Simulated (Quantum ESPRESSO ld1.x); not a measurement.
Results of a calculation; reference values are marked as such.
Species: I III. Configuration: [Kr] 4d10 5s2 5p3 (the NIST ground configuration). Level of theory: scalar-relativistic Kohn-Sham, LDA (Slater exchange, Perdew-Zunger correlation), spin-polarised, spherical densities, point nucleus; open shells are filled with parallel spins first (ld1.x of Quantum ESPRESSO 7.5).

Normalised radial functions P(r) = r R(r), r in bohr:

r,5p down
0.002357,0.0020
0.003195,0.0033
0.00433,0.0057
0.005821,0.0095
0.007889,0.0159
0.01069,0.0262
0.01449,0.0422
0.01964,0.0655
0.02661,0.0967
0.03607,0.1325
0.04888,0.1621
0.06625,0.1644
0.08979,0.1119
0.1207,-0.0052
0.1636,-0.1598
0.2217,-0.2483
0.3005,-0.1539
0.4073,0.1197
0.552,0.3618
0.748,0.3008
1.014,-0.0962
1.374,-0.5571
1.862,-0.7694
2.524,-0.6485
3.393,-0.3667
4.598,-0.1273
6.232,-0.0241
8.446,-0.0021
11.45,-0.0001

5p down (empty): eigenvalue -23.450 eV, 3 radial nodes at r = 0.119, 0.361, 0.954 bohr, <r> = 2.21 bohr, 90 % of the charge inside 3.25 bohr.
